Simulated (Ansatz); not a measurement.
Ansatz (a first-principles code) input (BHLYP/def2-TZVPD):

Ansatz 0.2 input:
```yaml
crystal:
  periodic: [false, false, false]
  atoms:
    - {symbol: C, position_ang: [-2.55118516, 0.57386206, 0.30413602]}
    - {symbol: N, position_ang: [-1.57603585, -0.40860471, -0.15659333]}
    - {symbol: C, position_ang: [-1.92920265, -1.78120408, 0.18934423]}
    - {symbol: Ge, position_ang: [0.17673952, 0.04972054, -0.06242840]}
    - {symbol: Cl, position_ang: [0.45395457, 1.98049287, -0.95230259]}
    - {symbol: Cl, position_ang: [0.95192985, 0.15599452, 1.95751198]}
    - {symbol: Cl, position_ang: [1.34775437, -1.40377858, -1.11726041]}
    - {symbol: H, position_ang: [-2.68254012, 0.56037883, 1.39376197]}
    - {symbol: H, position_ang: [-3.51754457, 0.35481616, -0.15786710]}
    - {symbol: H, position_ang: [-2.25521186, 1.57687465, 0.00059023]}
    - {symbol: H, position_ang: [-2.02394252, -1.93332621, 1.27221257]}
    - {symbol: H, position_ang: [-1.18487249, -2.47584383, -0.19694937]}
    - {symbol: H, position_ang: [-2.88883492, -2.02572152, -0.27390043]}
basis:
  gaussian:
    orbitals: def2-TZVPD
hamiltonian:
  xc: {name: BHLYP}
output: {forces: true}
```

Output:

```
Functional definition: BHLYP
integrals: 0.70 GiB planned
2401 factors; their error is unknown
0.55 GiB of the device are held for the grids
3.17 GiB of device memory are held for the factors and their scratch space
mean field: 3.51 GiB planned
mean field evaluation 1: about -97744.7101 eV, gradient 5.5e1 eV
mean field evaluation 2: about -97742.7084 eV, gradient 6.5e1 eV
mean field evaluation 4: about -97751.0625 eV, gradient 2.8e0 eV
mean field evaluation 8: about -97751.0829 eV, gradient 6.1e-2 eV
mean field evaluation 16: about -97751.7287 eV, gradient 1.1e-4 eV
mean field -97751.72867265 eV, -3592.3097702185 hartree, gradient 4.6e-5 eV, S^2 0.000000; 0 other end points of the search recorded, 0 dependent functions left out
the calculation of the forces begins
reference -97751.72892684 eV, -3592.3097795596 hartree; 54, 54 occupied and 303, 303 virtual orbitals, 2401 factors
Total energy: -97751.72892684 eV, -3592.3097795596 hartree
Atom 0 at    -2.551185     0.573862     0.304136 Å, force    -0.024170    -0.062245    -0.030771 eV/Å
Atom 1 at    -1.576036    -0.408605    -0.156593 Å, force     0.210263     0.042614     0.265020 eV/Å
Atom 2 at    -1.929203    -1.781204     0.189344 Å, force    -0.052430     0.044760    -0.025555 eV/Å
Atom 3 at     0.176740     0.049721    -0.062428 Å, force    -0.111507    -0.028544    -0.018570 eV/Å
Atom 4 at     0.453955     1.980493    -0.952303 Å, force    -0.015651    -0.305326     0.143754 eV/Å
Atom 5 at     0.951930     0.155995     1.957512 Å, force    -0.114546    -0.013126    -0.351360 eV/Å
Atom 6 at     1.347754    -1.403779    -1.117260 Å, force    -0.160589     0.243463     0.170503 eV/Å
Atom 7 at    -2.682540     0.560379     1.393762 Å, force     0.038388    -0.003015    -0.273299 eV/Å
Atom 8 at    -3.517545     0.354816    -0.157867 Å, force     0.235182     0.058573     0.114374 eV/Å
Atom 9 at    -2.255212     1.576875     0.000590 Å, force    -0.081180    -0.236249     0.071697 eV/Å
Atom 10 at    -2.023943    -1.933326     1.272213 Å, force     0.025345     0.046372    -0.270892 eV/Å
Atom 11 at    -1.184872    -2.475844    -0.196949 Å, force    -0.185289     0.157947     0.090911 eV/Å
Atom 12 at    -2.888835    -2.025722    -0.273900 Å, force     0.236185     0.054777     0.114189 eV/Å
Dipole moment:    -0.541107    -0.146450     0.072650 e Å
```
